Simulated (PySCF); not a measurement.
One molecule, one basis, several functionals.

AsGaGeH₈O.
SMILES: `[GaH2-]([AsH3+])[O][GeH3]`

Torsions of this conformer, `[GeH3:1][O:2][GaH2-:3][AsH3+:4]`: Ge1–O2–Ga3–As4 -176°.

PySCF, def2-SVPD basis, density fitting, gas phase, PBE0-D3(BJ)/def2-SVP geometry; singlet excitations by full TDDFT with frozen cores, triplets by Tamm–Dancoff TDDFT and ionisation energies by ΔSCF, from the lowest of the holes tried. One functional is left out:

| functional | exact exchange (%) | HOMO energy (eV) | LUMO energy (eV) | lowest singlet excitation (eV) | lowest triplet excitation (eV) | dipole moment (D) | mean polarisability (au) | vertical ionisation energy (eV) |
| --- | --- | --- | --- | --- | --- | --- | --- | --- |
| LDA | 0 | -6.03 | -1.43 | 4.64 | 4.55 | 2.749 | 110.4 | 8.79 |
| PBE | 0 | -5.95 | -1.22 | 4.75 | 4.65 | 2.753 | 107.8 | 8.71 |
| B3LYP | 20 | -7.14 | -0.73 | 5.49 | 5.29 | 2.679 | 103.4 | 9.10 |
| BHandHLYP | 50 | -8.67 | 0.22 | 6.35 | 6.00 | 2.717 | 98.1 | 9.28 |

Q: Predict the row of PBE0 (25 % exact exchange) by straight lines through the other rows, and check it.

A: 
```csv
property,line,computed,computed − line,"B3LYP (20 %), for comparison"
HOMO energy (eV),-7.35,-7.34,+0.01,-7.14
LUMO energy (eV),-0.56,-0.45,+0.11,-0.73
lowest singlet excitation (eV),5.56,5.68,+0.12,5.49
lowest triplet excitation (eV),5.33,5.42,+0.09,5.29
dipole moment (D),2.719,2.801,+0.082,2.679
mean polarisability (au),103.3,102.3,-1.0,103.4
vertical ionisation energy (eV),9.05,9.09,+0.04,9.10
```

Q: Which of these properties follows the share of exact exchange most closely, and which least?

A: Most closely the HOMO energy, least the dipole moment; the correlations over the tabulated rows are HOMO energy -0.999, lowest singlet excitation 0.995, lowest triplet excitation 0.993, LUMO energy 0.993, mean polarisability -0.973, vertical ionisation energy 0.958, dipole moment -0.528. The HOMO energy moves by -0.537 eV for every 10 %. Functionals with the same share still differ in their other parts: at 0 % LDA and PBE differ by 0.08 eV in it.
